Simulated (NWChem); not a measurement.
Molecule: CH₆O₂Si₂; SMILES O=CO[SiH2][SiH3]

```xyz
11

O     -1.5736     1.0723     0.0000
C     -0.6479     1.8370     0.0000
O      0.6330     1.4990     0.0000
Si     1.2126    -0.1319     0.0000
Si    -0.5219    -1.7098     0.0000
H     -0.7646     2.9410     0.0000
H      2.0763    -0.2287     1.2124
H      2.0763    -0.2287    -1.2124
H     -1.3484    -1.6044    -1.2353
H     -1.3484    -1.6044     1.2353
H      0.1517    -3.0517     0.0000
```
Atoms are numbered in this order, from 1.

Program: NWChem. STO-3G and 3-21G are far too small for this property and stand as cheap habits. Coordinates come from a PBE0/def2-SVP optimisation. Field at 589 nm.

**Question.** What does the run give for B3LYP/STO-3G? Quantities: isotropic polarisability (bohr³); anisotropy (bohr³).

**Answer.** 
```yaml
isotropic polarisability (bohr³): 35.3
anisotropy (bohr³): 17.0
```
